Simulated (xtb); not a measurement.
C2H6GeO2, SMILES [Ge@@H]([CH3])([CH]=O)[OH]. All values are semi-empirical tight-binding results from xtb (GFN2-xTB unless named), good for trends rather than for accurate numbers. Geometry optimised at GFN2-xTB. The structure was generated by enumeration; whether it is a known compound was not checked. One conformer was computed; it need not be the lowest.

For metal compounds this method's bond lengths and energies can be far off.

Question: Estimate the properties. (Estimate from the structure and the level; the computed values follow.)

Answer: 
- orbital gap: 2.70 eV
- zero-point energy: 45.3 kcal/mol
- G − E(el) at 298.15 K (modified RRHO): 24.4 kcal/mol
